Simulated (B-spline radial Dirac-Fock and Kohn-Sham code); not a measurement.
# Relativistic shifts of the levels of I²⁹⁺

System: iodine as I²⁹⁺ in the configuration [Ar] 3d6.

Both columns are ΔSCF binding energies of the configuration average from a B-spline atomic structure program: non-relativistic Hartree-Fock with a point nucleus, and Dirac-Fock with a finite nucleus and the Coulomb interaction alone, averaged over the two j levels with weights 2j+1.

```
shell  Hartree-Fock (eV)  Dirac-Fock (eV)  shift (eV)  shift (%)
   1s            33204.8          34540.1    +1335.28      +4.02
   2s             6086.4           6426.4     +340.03      +5.59
   2p             5784.6           5891.6     +106.99      +1.85
   3s             2063.0           2149.0      +86.02      +4.17
   3p             1936.3           1969.0      +32.67      +1.69
   3d             1731.7           1729.4       -2.29      -0.13
```

Relativity binds 1s, 2s, 2p, 3s, 3p more strongly, among those listed most of all 2s in relative terms, and 3d more weakly, because the contracted s and p shells screen the nucleus better.

Values without a named source are computed, but for edge energies of neutral atoms, which are taken from tables.
